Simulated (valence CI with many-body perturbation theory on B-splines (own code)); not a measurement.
Energy levels of Ta⁵⁹⁺

Calculated by valence CI with perturbative core correlation (CI+MBPT): four valence electrons over a frozen Dirac-Fock core [Ne], a basis of 11 s, 11 p, 10 d, 8 f, 5 g, 2 h functions for each j, with the one-electron correlation potential Σ1 (screened to all orders), the two-electron term Σ2, the three-electron term Σ3, Breit, model QED; selected single and double excitations, second order for the rest, scaled by the run's own slope (own B-spline code, finite nucleus).

The last digits are not significant, and no measured levels were compared; by estimate large intervals hold to a few tenths of a per cent, small ones and those within an open d or f shell to about a per cent. Among the levels kept, up to 570 cm⁻¹ of a level comes from second order outside the variational space, and about a tenth of that is noise between levels of different J, which matters for small intervals.

Levels 46 to 90 of 168, with energies above the lowest level, (3s^2 3p1/2^2) J=0. "Leading %" is the weight of the configuration and term that name the level; weights of strongly mixed levels are sums over their largest components and can fall short. In the jj column 3d3/2^4 stands for four electrons in 3d with j = 3/2. Lifetimes count E1, E2, E3, M1 and M2 decay at the calculated energies, and are blank where another channel may lead or the interval is too uncertain; long ones can be off by a factor of two.

| No. | Configuration | Term | J | E (× 10³ cm⁻¹) | Leading % | Leading jj | Lifetime | g |
| --- | --- | --- | --- | --- | --- | --- | --- | --- |
| 46 | 3s 3p2 3d | 3P | 0 | 8863.0 | 57 | 3s 3p1/2 3p3/2 3d3/2 (59 %) | 301 fs |  |
| 47 | 3s 3p2 3d | 3P | 2 | 8966.4 | 34 | 3s 3p1/2 3p3/2 3d5/2 (95 %) | 1.89 ps | 1.337 |
| 48 | 3s 3p2 3d | 3G | 5 | 8978.4 | 59 | 3s 3p1/2 3p3/2 3d5/2 (99 %) | 49.0 ps | 1.269 |
| 49 | 3s 3p2 3d | 3F | 3 | 9045.4 | 44 | 3s 3p1/2 3p3/2 3d5/2 (94 %) | 2.28 ps | 1.263 |
| 50 | 3s 3p2 3d | 3D | 3 | 9127.9 | 63 | 3s 3p1/2 3p3/2 3d5/2 (95 %) | 1.69 ps | 1.296 |
| 51 | 3s 3p2 3d | 3P | 1 | 9131.8 | 41 | 3s 3p1/2 3p3/2 3d5/2 (88 %) | 1.52 ps | 1.167 |
| 52 | 3s 3p2 3d | 3F | 4 | 9153.5 | 40 | 3s 3p1/2 3p3/2 3d5/2 (92 %) | 3.32 ps | 1.167 |
| 53 | 3s 3p2 3d | 1D | 2 | 9156.2 | 16 | 3s 3p1/2 3p3/2 3d5/2 (70 %) | 641 fs | 1.061 |
| 54 | 3s2 3d2 | 3F | 2 | 9243.7 | 42 | 3s^2 3d3/2^2 (49 %) | 191 fs | 0.887 |
| 55 | 3s 3p2 3d | 3D | 3 | 9246.5 | 37 | 3s 3p1/2 3p3/2 3d5/2 (91 %) | 596 fs | 1.193 |
| 56 | 3s 3p2 3d | 3F | 4 | 9269.5 | 47 | 3s 3p1/2 3p3/2 3d5/2 (90 %) | 859 fs | 1.143 |
| 57 | 3s 3p2 3d | 3D | 1 | 9290.2 | 40 | 3s 3p1/2 3p3/2 3d5/2 (92 %) | 1.24 ps | 0.909 |
| 58 | 3s 3p2 3d | 3P | 1 | 9386.3 | 30 | 3s 3p1/2 3p3/2 3d5/2 (91 %) | 1.15 ps | 1.350 |
| 59 | 3s 3p2 3d | 3P | 0 | 9391.2 | 40 | 3s 3p1/2 3p3/2 3d5/2 (49 %) | 340 fs |  |
| 60 | 3s 3p2 3d | 1F | 3 | 9398.2 | 38 | 3s 3p1/2 3p3/2 3d5/2 (87 %) | 590 fs | 1.082 |
| 61 | 3s 3p2 3d | 3D | 2 | 9407.4 | 21 | 3s 3p1/2 3p3/2 3d5/2 (81 %) | 851 fs | 1.169 |
| 62 | 3s 3p2 3d | 1S | 0 | 9443.2 | 32 | 3s 3p1/2 3p3/2 3d5/2 (35 %) | 201 fs |  |
| 63 | 3s 3p2 3d | 3D | 2 | 9468.0 | 32 | 3s 3p1/2 3p3/2 3d5/2 (93 %) | 357 fs | 1.171 |
| 64 | 3s 3p3 | 3P° | 2 | 9490.7 | 50 | 3s 3p3/2^3 (97 %) | 516 fs | 1.436 |
| 65 | 3s2 3d2 | 3F | 3 | 9752.0 | 79 | 3s^2 3d3/2 3d5/2 (79 %) | 280 fs | 1.081 |
| 66 | 3s 3p3 | 1P° | 1 | 9758.3 | 37 | 3s 3p3/2^3 (97 %) | 226 fs | 1.187 |
| 67 | 3s2 3d2 | 1G | 4 | 9834.9 | 60 | 3s^2 3d3/2 3d5/2 (86 %) | 363 fs | 1.078 |
| 68 | 3s2 3d2 | 3P | 2 | 9840.1 | 41 | 3s^2 3d3/2 3d5/2 (80 %) | 261 fs | 1.180 |
| 69 | 3p3 3d | 3D° | 2 | 9849.2 | 16 | 3p1/2^2 3p3/2 3d3/2 (71 %) | 2.64 ps | 0.941 |
| 70 | 3s2 3d2 | 3P | 1 | 9872.3 | 82 | 3s^2 3d3/2 3d5/2 (82 %) | 267 fs | 1.484 |
| 71 | 3p3 3d | 3P° | 0 | 9946.8 | 52 | 3p1/2^2 3p3/2 3d3/2 (83 %) | 1.49 ps |  |
| 72 | 3p3 3d | 3F° | 3 | 9987.4 | 25 | 3p1/2^2 3p3/2 3d3/2 (86 %) | 951 fs | 1.066 |
| 73 | 3p3 3d | 3D° | 1 | 9992.5 | 31 | 3p1/2^2 3p3/2 3d3/2 (89 %) | 968 fs | 1.083 |
| 74 | 3s 3p 3d2 | 5G° | 2 | 10055 | 52 | 3s 3p1/2 3d3/2^2 (80 %) | 1.11 ps | 0.571 |
| 75 | 3s 3p 3d2 | 5G° | 3 | 10181 | 29 | 3s 3p1/2 3d3/2^2 (88 %) | 999 fs | 0.993 |
| 76 | 3s2 3d2 | 3F | 4 | 10333 | 64 | 3s^2 3d5/2^2 (92 %) | 1.80 ps | 1.170 |
| 77 | 3s 3p 3d2 | 5D° | 0 | 10396 | 52 | 3s 3p1/2 3d3/2^2 (81 %) | 349 fs |  |
| 78 | 3s2 3d2 | 1D | 2 | 10412 | 45 | 3s^2 3d5/2^2 (94 %) | 1.49 ps | 1.208 |
| 79 | 3s 3p 3d2 | 5F° | 1 | 10425 | 41 | 3s 3p1/2 3d3/2^2 (93 %) | 279 fs | 0.438 |
| 80 | 3s 3p 3d2 | 3P° | 1 | 10475 | 30 | 3s 3p1/2 3d3/2^2 (91 %) | 440 fs | 1.433 |
| 81 | 3s 3p 3d2 | 3D° | 2 | 10482 | 27 | 3s 3p1/2 3d3/2^2 (85 %) | 245 fs | 1.141 |
| 82 | 3p3 3d | 3F° | 4 | 10565 | 43 | 3p1/2^2 3p3/2 3d5/2 (88 %) | 1.23 ps | 1.231 |
| 83 | 3p3 3d | 3D° | 2 | 10615 | 24 | 3p1/2^2 3p3/2 3d5/2 (77 %) | 1.11 ps | 1.230 |
| 84 | 3s2 3d2 | 1S | 0 | 10624 | 66 | 3s^2 3d5/2^2 (92 %) | 1.32 ps |  |
| 85 | 3s 3p 3d2 | 5G° | 3 | 10667 | 16 | 3s 3p1/2 3d3/2 3d5/2 (65 %) | 2.38 ps | 1.132 |
| 86 | 3s 3p 3d2 | 5D° | 1 | 10760 | 28 | 3s 3p1/2 3d3/2 3d5/2 (80 %) | 2.19 ps | 1.645 |
| 87 | 3s 3p 3d2 | 5G° | 4 | 10768 | 43 | 3s 3p1/2 3d3/2 3d5/2 (96 %) | 3.72 ps | 1.127 |
| 88 | 3s 3p 3d2 | 5D° | 2 | 10779 | 27 | 3s 3p1/2 3d3/2 3d5/2 (84 %) | 1.33 ps | 1.255 |
| 89 | 3p3 3d | 3D° | 3 | 10783 | 15 | 3p1/2^2 3p3/2 3d5/2 (49 %) | 1.00 ps | 1.169 |
| 90 | 3p3 3d | 1P° | 1 | 10872 | 16 | 3p1/2^2 3p3/2 3d5/2 (65 %) | 1.03 ps | 1.308 |
